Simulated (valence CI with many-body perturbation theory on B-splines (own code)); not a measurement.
Values are calculated unless marked as measured or tabulated.
# Ba XVIII: what each term of the Hamiltonian does

Method: configuration interaction combined with many-body perturbation theory (CI+MBPT): three valence electrons over a frozen Dirac-Fock core [Kr], radial functions for each j: 9 s, 9 p, 10 d, 8 f, 5 g, 3 h, 1 i, with the one-electron correlation potential Σ1, the two-electron term Σ2, the three-electron term Σ3, Breit, model QED; selected CI, second order for the rest (own B-spline code, finite nucleus).

No measured levels were compared; by estimate terms of the open shell hold to 2 to 4 % of their energy, and close levels can change places. Only levels of the ground parity were solved; by the run's estimate the other parity begins above the list, which can be wrong where configurations are misplaced.

Each rung adds one term. CI alone is the Dirac-Coulomb CI over the frozen core; QED comes last and gives the full result, which names the levels. Energies are above 4d3 4F_3/2 on the same rung, in eV.

Names give the largest LS component (configuration and term), which can be under half, so a name can repeat, a term be missing and a line seem to break the LS rules; names also repeat where a configuration has a term twice. Letters in brackets count levels of one name in rising energy.

| Level | CI alone | + Σ1 | + Σ2 | + Σ3 | + Breit | Full |
| --- | --- | --- | --- | --- | --- | --- |
| 4d3 4F_5/2 | 1.962 | 1.998 | 2.010 | 2.024 | 1.946 | 1.954 |
| 4d3 4F_7/2 | 3.471 | 3.523 | 3.501 | 3.504 | 3.385 | 3.396 |
| 4d3 4P_3/2 | 4.230 | 4.256 | 4.188 | 4.189 | 4.139 | 4.144 |
| 4d3 4F_9/2 | 4.423 | 4.475 | 4.355 | 4.336 | 4.213 | 4.222 |
| 4d3 4P_1/2 | 4.939 | 4.974 | 4.871 | 4.873 | 4.802 | 4.809 |
| 4d3 2G_7/2 | 6.876 | 6.944 | 6.787 | 6.737 | 6.591 | 6.605 |
| 4d3 2H_9/2 | 7.205 | 7.281 | 7.049 | 7.038 | 6.865 | 6.881 |
| 4d3 4P_5/2 | 7.222 | 7.285 | 7.217 | 7.190 | 7.057 | 7.071 |
| 4d3 2D_3/2 [a] | 8.189 | 8.264 | 8.280 | 8.227 | 8.078 | 8.094 |
| 4d3 2P_1/2 | 8.653 | 8.732 | 8.708 | 8.736 | 8.578 | 8.595 |
| 4d3 2H_11/2 | 9.609 | 9.697 | 9.285 | 9.254 | 9.055 | 9.072 |
| 4d3 2D_5/2 [a] | 10.163 | 10.251 | 10.169 | 10.048 | 9.871 | 9.889 |
| 4d3 2G_9/2 | 11.073 | 11.194 | 11.006 | 10.961 | 10.703 | 10.729 |
| 4d3 2F_5/2 | 11.629 | 11.697 | 11.298 | 11.194 | 11.070 | 11.084 |
| 4d3 2F_7/2 | 11.967 | 12.049 | 11.630 | 11.535 | 11.366 | 11.382 |
| 4d3 2P_3/2 | 11.923 | 12.038 | 12.152 | 12.144 | 11.910 | 11.935 |
| 4d3 2D_3/2 [b] | 17.132 | 17.227 | 17.041 | 16.854 | 16.684 | 16.703 |
| 4d3 2D_5/2 [b] | 17.406 | 17.515 | 17.521 | 17.368 | 17.157 | 17.179 |

How does the ionisation energy move along the ladder, and which term matters most?

CI alone 452.18, + Σ1 454.47, + Σ2 455.84, + Σ3 455.84, + Breit 455.70, + QED 455.73 eV. The largest step is Σ1, 2.30 eV. NIST lists 455 ± 3 eV (theoretical).
